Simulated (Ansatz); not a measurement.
`C[CH2][InH][F]` → `C[CH](F)[InH2]`  (isomerisation)

Gas-phase electronic energies from Ansatz, PBE0-D4/def2-TZVP geometries. CCSD(T)/CBS adds triple-zeta CCSD(T) − MP2 to the extrapolated MP2 energy (def2 sets, frozen cores). Functionals use def2-TZVPP. Elements past krypton have def2 core potentials. For In outer-core shells are correlated without core-valence functions, which leaves a few kJ/mol of doubt a bond. Each species was taken in one conformer, which may not be the lowest.

`C[CH2][InH][F]`:

Z-matrix (Å, degrees):
```
C
C 1 1.522
H 1 1.091 2 111.8
H 1 1.095 2 110.9 3 120.5
H 1 1.092 2 111.8 3 -119.6
In 2 2.144 1 112.9 3 55.0
H 2 1.093 1 111.9 3 177.4
H 2 1.095 1 111.2 3 -64.2
F 6 1.975 2 107.4 1 -16.2
H 6 1.707 2 143.5 1 164.6
```

`C[CH](F)[InH2]`:

Cartesian coordinates in Å:
```
C -1.171 0.662 0.336
C -0.394 -0.474 -0.269
F -0.532 -0.421 -1.676
In 1.787 -0.426 -0.010
H -2.223 0.625 0.032
H -0.765 1.633 0.044
H -1.134 0.595 1.428
H -0.820 -1.435 0.036
H 2.553 1.123 -0.076
H 2.699 -1.882 0.155
```

| species | ωB97X-V energy (Eh) |
| --- | --- |
| `C[CH2][InH][F]` | -369.81644 |
| `C[CH](F)[InH2]` | -369.75133 |

**Question.** Work out ΔE.

**Answer.** ΔE = (-369.75133) − (-369.81644) = 0.06511 Eh = +1.77 eV. CCSD(T)/CBS gives +1.93 eV.

Largest T1 diagnostic among the species: 0.014.

In def2-TZVPP, CCSD(T) changes the Hartree–Fock value by +0.07 eV (the triples alone add +0.01 eV) and MP2 by +0.22 eV. Leaving LDA and LC-ωPBE aside and taking each functional with its dispersion term where it has one, the values, not all of them listed here, spread over 0.10 eV, from B97M-V to B2PLYP. LDA lies −0.12 eV from PBE without D4.
